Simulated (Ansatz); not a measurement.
One change: `CC[O][SbH][SiH3]` becomes `CC[O][GaH][F]`.

Ansatz, PBE0-D4/def2-TZVP geometries, multiplicity 1. Each molecule was computed in one conformer, which needn't be the lowest.

Elements past krypton have def2 core potentials. Scalar relativity is left out up to krypton. Spin–orbit coupling is left out; it splits and shifts lone-pair levels of the heavy atoms by tenths of an eV.

```csv
property,`CC[O][SbH][SiH3]`
LUMO energy (ωB97M-V/def2-TZVPP) / eV,0.51
HOMO energy (PBE0/def2-TZVPP) / eV,-6.82
size of the dipole moment (PBE/def2-TZVPP) / D,0.95
HOMO–LUMO gap (PBE/def2-TZVPP) / eV,3.63
HOMO energy (ωB97M-V/def2-TZVPP) / eV,-8.88
HOMO–LUMO gap (ωB97M-V/def2-TZVPP) / eV,9.39
```

Q: What does the change do to each property? (Best estimate.)

A: The calculation gave: 
| property | `CC[O][GaH][F]` | shift |
| --- | --- | --- |
| LUMO energy (ωB97M-V/def2-TZVPP) / eV | 0.77 | 0.26 |
| HOMO energy (PBE0/def2-TZVPP) / eV | -8.17 | -1.35 |
| size of the dipole moment (PBE/def2-TZVPP) / D | 0.96 | 0.01 |
| HOMO–LUMO gap (PBE/def2-TZVPP) / eV | 5.01 | 1.38 |
| HOMO energy (ωB97M-V/def2-TZVPP) / eV | -10.57 | -1.69 |
| HOMO–LUMO gap (ωB97M-V/def2-TZVPP) / eV | 11.35 | 1.96 |

With PBE0 the HOMO falls by 1.35 eV and the LUMO rises by 0.33 eV, so the gap widens by about 1.68 eV. PBE moves the HOMO by -1.04 eV and ωB97M-V by -1.69 eV. Dipoles are sizes alone; their direction can turn.

Positive LUMOs are unbound, so they and the gaps depend on the basis.
